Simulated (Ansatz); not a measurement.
Cost and result for the atomization energy of `BN([SiH2][SiH3])C(C)(C)C` (24 atoms, 23 bonds).

```tsv
atom	x (Å)	y (Å)	z (Å)
B1	-0.908	1.852	0.059
N2	-0.456	0.547	0.257
Si3	-1.741	-0.657	0.076
Si4	-2.314	-0.951	-2.174
C5	0.942	0.139	0.538
C6	1.889	1.328	0.475
C7	1.011	-0.471	1.937
C8	1.379	-0.886	-0.507
H9	-2.078	1.995	-0.181
H10	-0.197	2.809	0.111
H11	-1.299	-1.969	0.624
H12	-2.926	-0.234	0.864
H13	-2.733	0.340	-2.782
H14	-3.430	-1.928	-2.306
H15	-1.144	-1.471	-2.936
H16	1.646	2.080	1.228
H17	2.906	0.977	0.661
H18	1.866	1.808	-0.505
H19	0.701	0.262	2.685
H20	0.366	-1.346	2.026
H21	2.033	-0.784	2.164
H22	1.335	-0.455	-1.509
H23	2.405	-1.208	-0.316
H24	0.747	-1.778	-0.488
```

The species carries charge 0 and has multiplicity 1. The structure was optimised at the PBE0-D4/def2-TZVP level. It is one conformer, not always the lowest. Program: Ansatz. All runs use 5 threads of an AMD EPYC 7R13 on a shared host and a share of an NVIDIA H100 80 GB. Times are those of one run each, without the atoms' runs, and a repeat can differ threefold. Electronic energies, without spin–orbit coupling; frozen cores. CCSD(T)/CBS adds CCSD(T) − MP2 in def2-TZVPP to the MP2 limit, and its time is that of the two runs behind it. T1 = 0.012. HSE06 is the plane-wave form, built on full-range PBE exchange.

CCSD(T)/CBS is a level of theory with its own doubt, some kJ/mol a heavy atom from the limit and from the frozen cores, so smaller differences don't rank the functionals.

```json
{"level": "CCSD(T)/def2-SVP", "functions": "200", "wall time": "8.5 s"}
{"level": "PBE0-D4/def2-TZVPP", "functions": "494", "wall time": "9 s"}
{"level": "BHLYP-D4/def2-TZVPP", "functions": "494", "wall time": "10 s"}
{"level": "HSE06-D4/def2-TZVPP", "functions": "494", "wall time": "11 s"}
{"level": "PBE-D4/def2-TZVPP (with forces)", "functions": "494", "wall time": "11 s"}
{"level": "CAM-B3LYP-D4/def2-TZVPP", "functions": "494", "wall time": "11 s"}
{"level": "r2SCANh-D4/def2-TZVPP", "functions": "494", "wall time": "13 s"}
{"level": "PBE-QIDH/def2-TZVPP", "functions": "494", "wall time": "14 s"}
{"level": "ωB97X-V/def2-TZVPP", "functions": "494", "wall time": "14 s"}
{"level": "r2SCAN-D4/def2-TZVPP (with forces)", "functions": "494", "wall time": "15 s"}
{"level": "MP2/def2-QZVPP", "functions": "962", "wall time": "24 s"}
{"level": "CCSD(T)/def2-TZVPP", "functions": "494", "wall time": "42 s"}
{"level": "CCSD(T)/CBS(def2)", "functions": "–", "wall time": "66 s"}
```

(1) What atomization energy does each give, and how far from CCSD(T)/CBS? (An estimate is asked.)

Answers

(1) The calculation gave: 
```json
{"level": "CCSD(T)/def2-SVP", "atomization (kJ/mol)": "8405.4", "difference from CCSD(T)/CBS": "-398.8", "per bond": "-17.3"}
{"level": "PBE0-D4/def2-TZVPP", "atomization (kJ/mol)": "8825.5", "difference from CCSD(T)/CBS": "21.3", "per bond": "0.9"}
{"level": "BHLYP-D4/def2-TZVPP", "atomization (kJ/mol)": "8671.6", "difference from CCSD(T)/CBS": "-132.6", "per bond": "-5.8"}
{"level": "HSE06-D4/def2-TZVPP", "atomization (kJ/mol)": "8828.9", "difference from CCSD(T)/CBS": "24.7", "per bond": "1.1"}
{"level": "PBE-D4/def2-TZVPP (with forces)", "atomization (kJ/mol)": "8899.4", "difference from CCSD(T)/CBS": "95.2", "per bond": "4.1"}
{"level": "CAM-B3LYP-D4/def2-TZVPP", "atomization (kJ/mol)": "8862.9", "difference from CCSD(T)/CBS": "58.7", "per bond": "2.5"}
{"level": "r2SCANh-D4/def2-TZVPP", "atomization (kJ/mol)": "8789.7", "difference from CCSD(T)/CBS": "-14.5", "per bond": "-0.6"}
{"level": "PBE-QIDH/def2-TZVPP", "atomization (kJ/mol)": "8767.3", "difference from CCSD(T)/CBS": "-36.9", "per bond": "-1.6"}
{"level": "ωB97X-V/def2-TZVPP", "atomization (kJ/mol)": "8848.1", "difference from CCSD(T)/CBS": "43.9", "per bond": "1.9"}
{"level": "r2SCAN-D4/def2-TZVPP (with forces)", "atomization (kJ/mol)": "8818.2", "difference from CCSD(T)/CBS": "14.0", "per bond": "0.6"}
{"level": "MP2/def2-QZVPP", "atomization (kJ/mol)": "8772.1", "difference from CCSD(T)/CBS": "-32.1", "per bond": "-1.4"}
{"level": "CCSD(T)/def2-TZVPP", "atomization (kJ/mol)": "8607.9", "difference from CCSD(T)/CBS": "-196.3", "per bond": "-8.5"}
{"level": "CCSD(T)/CBS(def2)", "atomization (kJ/mol)": "8804.2", "difference from CCSD(T)/CBS": "0.0", "per bond": "0.0"}
```

At CCSD(T), def2-SVP lies −398.8 kJ/mol from the extrapolated value and def2-TZVPP −196.3 kJ/mol: correlation converges slowly with the basis, and small sets miss more of it in the bonded molecule than in its fragments. From PBE to PBE0 (25 % exact exchange), in def2-TZVPP and without D4, the atomization energy moves by −64.5 kJ/mol: exact exchange takes away binding that semilocal exchange gives to molecules. Leaving LDA and LC-ωPBE aside and taking each functional with its dispersion term where it has one, the values spread over 227.8 kJ/mol, from BHLYP-D4 to PBE-D4. LDA lies +1079.8 kJ/mol from PBE without D4, its usual overbinding.
